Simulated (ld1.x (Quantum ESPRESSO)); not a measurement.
# Logarithmic derivatives: barium (Ba), TM

| Quantity | Value |
| --- | --- |
| Element | barium |
| Generator | ld1.x (Quantum ESPRESSO) 7.5 |
| Type | norm-conserving Troullier–Martins (Kleinman–Bylander form) |
| Functional | LDA (PZ) |
| Relativity | scalar-relativistic |
| Frozen core | [Kr] 4d10 |
| Valence charge | 10 |
| Reference configuration | 5s2 5p6 5d0 6s0 6p0 (charge +2) |
| Partial waves | 5s (bound): rc 2.45 bohr; 5p (bound): rc 2.95 bohr; 5d (bound, empty): rc 3.45 bohr |
| Local potential | the d channel |
| Core correction | none |

The phase is arctan(r·u′/u) with u = r·R(r), unwrapped; energies in Ry, scanned from -5 to 5 Ry. A pole is an energy at which the radial function vanishes at the test radius. The pseudo phase is shifted by a multiple of π to meet the all-electron one at the reference energy, and phase errors are pseudo minus all-electron; the curves can meet again beyond the range given. Levels narrower than the energy grid can be missing from the lists of poles.

```csv
channel,radius (bohr),reference energy (Ry),"poles, all-electron","poles, pseudo",unbroken range about the reference energy with phases within 0.05 rad,phase error 1 Ry above the reference energy (rad)
s,3.74,-3.40,"-3.38, 0.41","-3.38, 1.25",below -1.6,+0.009
p,3.74,-2.28,"-2.22, 1.24","-2.22, 0.93",below -0.8,-0.007
d,3.74,-0.96,"-0.60, 2.80","-0.60, 2.69",below 0.7,-0.002
```

Note: ghost state, extra bound levels that the all-electron valence spectrum of the same l lacks: s at -104.1 eV. A true bound ghost makes a file unfit for plane-wave use.

Phases in the d channel:

| E (Ry) | all-electron | pseudo |
| --- | --- | --- |
| -5.00 | 1.438 | 1.438 |
| -4.74 | 1.433 | 1.433 |
| -4.48 | 1.428 | 1.428 |
| -4.22 | 1.423 | 1.423 |
| -3.96 | 1.416 | 1.416 |
| -3.70 | 1.409 | 1.409 |
| -3.44 | 1.400 | 1.400 |
| -3.18 | 1.390 | 1.390 |
| -2.92 | 1.377 | 1.378 |
| -2.66 | 1.362 | 1.362 |
| -2.40 | 1.342 | 1.342 |
| -2.14 | 1.314 | 1.314 |
| -1.88 | 1.271 | 1.271 |
| -1.62 | 1.193 | 1.193 |
| -1.36 | 0.995 | 0.995 |
| -1.10 | -0.091 | -0.091 |
| -0.84 | -1.350 | -1.350 |
| -0.58 | -1.583 | -1.583 |
| -0.32 | -1.689 | -1.689 |
| -0.06 | -1.774 | -1.775 |
| 0.20 | -1.878 | -1.881 |
| 0.46 | -2.057 | -2.067 |
| 0.72 | -2.513 | -2.555 |
| 0.98 | -3.598 | -3.673 |
| 1.24 | -4.226 | -4.258 |
| 1.50 | -4.444 | -4.462 |
| 1.76 | -4.548 | -4.561 |
| 2.02 | -4.609 | -4.620 |
| 2.28 | -4.652 | -4.663 |
| 2.54 | -4.685 | -4.696 |
| 2.80 | -4.713 | -4.724 |
| 3.06 | -4.737 | -4.751 |
| 3.32 | -4.762 | -4.778 |
| 3.58 | -4.787 | -4.809 |
| 3.84 | -4.817 | -4.847 |
| 4.10 | -4.854 | -4.902 |
| 4.36 | -4.906 | -4.995 |
| 4.62 | -4.993 | -5.204 |
| 4.88 | -5.177 | -5.941 |
